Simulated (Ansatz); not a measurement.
Gas-phase electronic energies from Ansatz, PBE0-D4/def2-TZVP geometries. CCSD(T)/CBS is the MP2 limit (def2-TZVPP, def2-QZVPP) plus CCSD(T) − MP2 in def2-TZVPP, frozen cores. This one scheme is used for every species. Functionals use def2-TZVPP.

Reaction (formal exchange of groups at a C–F bond): `C/C=C(\F)[SiH3]` + SiH₄ → `CC=C([SiH3])[SiH3]` + H–F

```csv
level,ΔE (kcal/mol)
r2SCAN,-15.1
SCS-MP2/def2-TZVPP,-19.2
```

Task: What does CCSD(T)/CBS give? (Best estimate.)

Result: The calculation gave: -20.2 kcal/mol. The listed levels differ from it by 5.1, 1.0 kcal/mol.

Largest T1 diagnostic among the species: 0.012.

From PBE to PBE0 (25 % exact exchange), in def2-TZVPP and without D4, ΔE moves by −1.9 kcal/mol. The D4 term adds −3.7 kcal/mol with B3LYP and −2.1 kcal/mol with PBE0; it sums over pairs of atoms, weighted by their polarisabilities, and B3LYP, whose exchange is more repulsive, gets the larger term. In def2-TZVPP, CCSD(T) changes the Hartree–Fock value by −6.5 kcal/mol (the triples alone add −0.7 kcal/mol) and MP2 by −10.0 kcal/mol.

B3LYP here is the variant with VWN-RPA as its local correlation; programs differ in this.
